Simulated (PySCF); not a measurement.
BeF2, SMILES [F][Be][F].

The structure is a stationary point at PBE0-D3(BJ)/def2-TZVP. The isomer is the one that the SMILES or the coordinates give; other isomers of the formula were not compared.

The numbers are results of PBE0-D3(BJ)/def2-TZVP (PySCF), not measurements.

No scaling factor is applied to the harmonic values.

Modes within 1.5 cm⁻¹ of each other (mostly degenerate sets) share a row, with their intensities summed.

| mode | ν (cm⁻¹) | IR (km/mol) | Raman (Å⁴/amu) | depolarisation | moving atoms (share of kinetic energy) |
|---|---|---|---|---|---|
| 1–2 | 344 | 320.8 | 0.0 | – | Be 81 %, F 19 % |
| 3 | 725 | 0.0 | 2.6 | 0.08 | F 100 % |
| 4 | 1572 | 385.3 | 0.0 | – | Be 81 %, F 19 % |
